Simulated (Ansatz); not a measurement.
Mulliken charges of C$_{2}$H$_{6}$AlN (`[NH2][Al]1[CH2][CH2]1`) from r2SCAN/def2-TZVPP in Ansatz (PBE0-D4/def2-TZVP geometry).

```
atom   x (Å)   y (Å)   z (Å)  charge (e)
  N1  -1.656   1.238  -1.041      -0.463
 Al2  -0.397   0.298  -0.253       0.527
  C3   0.624  -1.264   0.082      -0.294
  C4   1.042   0.022   0.950      -0.294
  H5  -2.280   0.883  -1.746       0.161
  H6  -1.853   2.206  -0.849       0.161
  H7   0.247  -2.095   0.677       0.050
  H8   1.404  -1.618  -0.590       0.050
  H9   2.051   0.381   0.750       0.050
 H10   0.903  -0.103   2.022       0.050
```

Problem. By hand: the dipole of these point charges (1 e Å = 4.8032 D).

Solution. Σ q r = (-0.367, 0.275, -0.230) e Å, of length 0.513 e Å = 2.46 D.

Problem. How does the dipole of the full density compare? (An estimate is asked.)

Solution. Computed: (-0.327, 0.245, -0.205) e Å, 2.20 D; the point charges give 1.12 times that, at 0° from its direction.

Point charges leave out the atoms' own dipoles, such as those of lone pairs, and Mulliken's split depends on the basis, so the close match here is no proof of good charges.
